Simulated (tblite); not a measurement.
Compound: C6H10NOP.
SMILES with atom numbers: `[CH3:1][P:2]([CH3:3])(=[O:4])[n:5]1[cH:6][cH:7][cH:8][cH:9]1` (hydrogens: H10, H11, H12 on C1; H13, H14, H15 on C3; H16 on C6; H17 on C7; H18 on C8; H19 on C9)

Computed geometry: GFN2-xTB, gas phase.

Question: Give the optimised bond lengths and angles.

Answer: 
```csv
bond,length (bohr)
"C1–P2, P2–C3",3.462
P2=O4,2.762
P2–N5,3.214
"N5–C6, N5–C9",2.589
"C6–C7, C8–C9",2.572
C7–C8,2.675
C1–H10 and 5 like bonds,2.054
"C6–H16, C9–H19",2.027
"C7–H17, C8–H18",2.026
```

Bonds in one row agree within 0.02 bohr and their mean is given. A selection of angles:
```csv
angle,degrees
C1–P2–C3,106.9
C1–P2–O4,114.5
C1–P2–N5,104.1
O4–P2–N5,111.8
P2–N5–C6,123.5
P2–N5–C9,128.2
C6–N5–C9,108.2
N5–C6–C7,108.7
C6–C7–C8,107.2
```

Dihedral angles: C1–P2–N5–C6 125° (anticlinal).

Of the pairs four or more bonds apart, O4···H16 is among the closest relative to their van der Waals radii: 2.62 Å, 96 % of the sum of Bondi's values. P2 (phosphoryl phosphorus) is distorted tetrahedral (angles from 104.1° to 114.5°). N5 (pyrrole-type nitrogen) is planar (angles 128.2°, 123.5° and 108.2°, sum 360.0°, 0.00 Å off the plane of its three neighbours). The 3 C–C bonds span 1.361 Å (C6–C7, aromatic) to 1.415 Å (C7–C8, aromatic), a spread of 0.054 Å. The 5-membered ring N5–C6–C7–C8–C9 has internal angles of 107.2° to 108.7° (sum 540°, against 540° for a flat polygon); it is planar, 0.00 Å rms from its mean plane, widest ring torsion 0°.

Point group: Cs (tolerance 0.08 Å). Its GFN2-xTB frequencies are all real (lowest 48 cm⁻¹). The numbers are those of one conformer.
